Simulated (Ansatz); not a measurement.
Calculated with Ansatz (gas phase, PBE0-D4/def2-TZVP geometries, no zero-point term in ΔE). CCSD(T)/CBS adds triple-zeta CCSD(T) − MP2 to the extrapolated MP2 energy (def2 sets, frozen cores). Functionals use def2-TZVPP. B3LYP here is the variant with VWN-RPA as its local correlation; programs differ in this. For Ge outer-core shells are correlated without core-valence functions, which leaves a few kJ/mol of doubt a bond. Scalar relativity is left out up to krypton. Each species was taken in one conformer, which may not be the lowest.

Consider the redistribution: `CCO[SiH2]P` + `C[SiH2][GeH3]` → `CCO[SiH3]` + `C[SiH2][GeH2][PH2]`.

(1) Is it downhill or uphill in electronic energy at CCSD(T)/CBS, and by how much? (Best estimate.)

(2) What do these levels give: B3LYP-D4, ωB97X-V, ωB97M-V, B2PLYP, PBE0, HF/def2-TZVPP, MP2/def2-TZVPP, SCS-MP2/def2-TZVPP, HF/def2-QZVPP, SCS-MP2/def2-QZVPP, MP2/CBS(def2), CCSD/CBS(def2)? (Best estimate.)

Largest T1 diagnostic among the species: 0.012.

Results:

(1) The calculation gave: Downhill: ΔE = -1.2 kcal/mol.

(2) The calculation gave: B3LYP-D4 -1.5, ωB97X-V -0.5, ωB97M-V -0.9, B2PLYP -1.3, PBE0 -0.3, HF/def2-TZVPP -1.7, MP2/def2-TZVPP -2.2, SCS-MP2/def2-TZVPP -2.3, HF/def2-QZVPP -1.6, SCS-MP2/def2-QZVPP -2.1, MP2/CBS(def2) -2.0, CCSD/CBS(def2) -1.2 kcal/mol.
